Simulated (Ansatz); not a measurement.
Hg2, closed-shell singlet (lowest of 2S+1 = 1, 3 at CCSD(T)/def2-TZVPP on PBE0 minima; our sources give no spin for the ground state, which may be another), most abundant isotopes (201.9706 and 201.9706 u). Constants from fifth-degree fits in 1/R to seven points on the lowest solution found; no spin–orbit coupling, no relativity up to Kr; ω_e x_e and α_e move by some per cent with the fit.

Correlated levels freeze the inner cores; with def2 sets outer-core shells near the valence are correlated too.

The values were computed with Ansatz (Gaussian basis) for Hartree–Fock, density functionals and correlated methods. Values without a source in brackets are computed. In def2 rows elements past Kr take small-core potentials, without spin–orbit coupling.

```csv
level,r_e (Å),ω_e (cm⁻¹),ω_e x_e (cm⁻¹),α_e (cm⁻¹)
PBE/def2-TZVPP,3.6244,19.4,0.389,0.000236
CCSD(T)/def2-QZVPP,3.6406,22.0,0.136,0.000137
```

Problem. Derive the rotational constants, the centrifugal constant, the fundamental, the zero-point energy and the force constant.

Solution. 
μ = 100.98532 u.
- PBE/def2-TZVPP: B_e = 16.8576/(μ r_e²) = 0.012708 cm⁻¹; B₀ = B_e − α_e/2 = 0.012590 cm⁻¹; D = 4B_e³/ω_e² = 2.18e-08 cm⁻¹; fundamental ω_e − 2ω_e x_e = 19 cm⁻¹; zero-point energy ω_e/2 − ω_e x_e/4 = 10 cm⁻¹; k = μ(2πcω_e)² = 2.24 N/m
- CCSD(T)/def2-QZVPP: B_e = 16.8576/(μ r_e²) = 0.012595 cm⁻¹; B₀ = B_e − α_e/2 = 0.012526 cm⁻¹; D = 4B_e³/ω_e² = 1.65e-08 cm⁻¹; fundamental ω_e − 2ω_e x_e = 22 cm⁻¹; zero-point energy ω_e/2 − ω_e x_e/4 = 11 cm⁻¹; k = μ(2πcω_e)² = 2.89 N/m

Ansatz is a quantum-chemistry and plane-wave program.
